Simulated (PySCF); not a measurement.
Isomers C₉H₁₄Si:

A. SMILES C1=C(C2CC2)[C@H]2C[C@H](C2)[SiH2]1
B. `CC(C)(C)C#CC1=CC[SiH2]1`
C. SMILES C=C=C(C#C[SiH2]C)C(C)C
D. SMILES C=CC1=CC([SiH2]C)=CCC1

Spectrum 1. ¹³C{¹H} NMR (computed): δ 146.6 (CH), 146.4 (CH), 140.8 (C), 138.5 (C), 136.2 (CH), 118.5 (CH2), 28.0 (CH2), 24.0 (CH2), -9.4 (CH3).

Spectrum 2. ¹³C{¹H} NMR (computed): δ 163.5 (CH), 135.8 (C), 110.9 (C), 85.0 (C), 32.9 (CH3), 28.9 (C), 18.5 (CH2).

Spectrum 3. ¹³C{¹H} NMR (computed): δ 189.3 (C), 100.7 (CH), 45.5 (CH), 37.2 (CH2), 21.3 (CH), 17.0 (CH), 16.7 (CH2).

Spectrum 4. ¹³C{¹H} NMR (computed): δ 229.0 (C), 107.6 (C), 103.3 (C), 100.6 (C), 79.1 (CH2), 38.5 (CH), 23.9 (CH3), -4.7 (CH3).

Theoretical values (PySCF): σ from GIAO-PBE0/pcSseg-1, coordinates at the GFN2-xTB level. One averaged value for each set of equivalent atoms, one computed conformer, gas phase, non-relativistic.

Referencing at the same level of theory: ¹³C (σref 186.93) against TMS. Shifts are as computed. Against solution values, carbons near 30 ppm lie about +3 ppm off and those near 130 ppm about +5 ppm. Of 1309 compounds with measured shifts, 239 miss one by over three times the rms of a fit or turn the order of signals round; such compounds aren't used in these exercises.

Which spectrum belongs to which compound?

Results:

1–D, 2–B, 3–A, 4–C.

- Spectrum 1 (D): 9 ¹³C signals; δC 146.6 is an alkene CH; δC 146.4 is an alkene CH.
- Spectrum 2 (B): 7 ¹³C signals; δC 163.5 is an alkene CH; δC 135.8 is a fully substituted alkene carbon.
- Spectrum 3 (A): 7 ¹³C signals; δC 100.7 is an alkene CH; δC 45.5 is an allylic sp3 CH.
- Spectrum 4 (C): 8 ¹³C signals; δC 229.0 is a central carbon of an allene; δC 103.3 is an alkyne carbon.
